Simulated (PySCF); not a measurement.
Simulated C 1s region for `c1(ccc(F)cc1)F`, binding energy against the vacuum level.

Every computed line was given a Gaussian of 1.0 eV full width at half maximum and an area set by the number of equivalent atoms; the highest printed point is 100. Level of theory: delta-SCF UKS SCAN, pcX-3 on the ionised atom, pcseg-2 elsewhere, spin-free X2C in PySCF 2.14.0.

```csv
binding energy (eV),intensity
289.3,0
289.4,1
289.5,1
289.6,2
289.7,4
289.8,8
289.9,13
290.0,20
290.1,30
290.2,42
290.3,56
290.4,70
290.5,83
290.6,93
290.7,99
290.8,100
290.9,95
291.0,86
291.1,73
291.2,59
291.3,45
291.4,33
291.5,23
291.6,16
291.7,11
291.8,10
291.9,10
292.0,13
292.1,17
292.2,23
292.3,30
292.4,37
292.5,43
292.6,48
292.7,50
292.8,50
292.9,46
293.0,41
293.1,35
293.2,27
293.3,21
293.4,15
293.5,10
293.6,6
293.7,4
293.8,2
293.9,1
294.0,1
294.1,0
294.2,0
```

Q: Count the maxima, the lines and the sites behind this envelope.

A: The curve has 2 maxima (at 290.8 and 292.7 eV). Under it lie 2 lines from 2 inequivalent carbon sites.

Q: Decompose the envelope and assign each component. Numbering: `[F:1][c:2]1[cH:3][cH:4][c:5]([F:6])[cH:7][cH:8]1`.

A: 
| position (eV) | relative area | line | atoms | environment |
| --- | --- | --- | --- | --- |
| 290.76 | 4 | C 1s | C3/C4/C7/C8 | aromatic CH carbon |
| 292.73 | 2 | C 1s | C2/C5 | aromatic C–F carbon |

Lowest listed C 1s: C3/C4/C7/C8, bonded to 2 C (aromatic in the SMILES) and H. Highest, 1.97 eV above it: C2/C5, bonded to F and 2 C (aromatic in the SMILES). Summing the Pauling electronegativity differences to the bonded atoms, each weighted by its formal bond order, gives -0.35 for the lowest site and +1.43 for the highest.

Shake-up satellites, vibrational structure and lifetime widths aren't simulated. The first atom of each set that the bonding makes equivalent was ionised and stands for the set. Geometry: PBE0-D3(BJ)/def2-TZVP; no solvent, vibrations or thermal averaging.
